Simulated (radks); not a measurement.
Ionisation of the indium ion In2+, [Kr] 4d10 5s1, to [Kr] 4d10 as the strength of local exchange is varied. Calculated with a radial shooting solver on a logarithmic mesh with Libxc functionals: scalar-relativistic Kohn-Sham, Slater X-alpha exchange (alpha = 2/3 is LDA exchange), no correlation, spin-polarised, spherical densities, finite nucleus; open shells are filled with parallel spins first (spin-orbit coupling, left out, can overturn this in heavy ions); Fermi nuclear charge, rms radius 4.6156 fm.

| alpha | E(In2+) (hartree) | exchange (hartree) | IE (eV) | -e of the level emptied (eV) | <r> of it (bohr) |
|---|---|---|---|---|---|
| 0.633 | -5863.26197 | -141.44722 | 27.531 | 23.168 (5s) | 2.362 |
| 0.667 | -5870.88082 | -149.23391 | 27.903 | 23.552 (5s) | 2.348 |
| 0.673 | -5872.22633 | -150.61002 | 27.968 | 23.620 (5s) | 2.345 |
| 0.747 | -5888.84567 | -167.63128 | 28.784 | 24.467 (5s) | 2.315 |
| 0.754 | -5890.42014 | -169.24610 | 28.862 | 24.547 (5s) | 2.312 |
| 0.931 | -5930.36775 | -210.34796 | 30.851 | 26.626 (5s) | 2.243 |

NIST Atomic Spectra Database: 28.044 eV (measured). The Delta-SCF value meets it near alpha = 0.68.
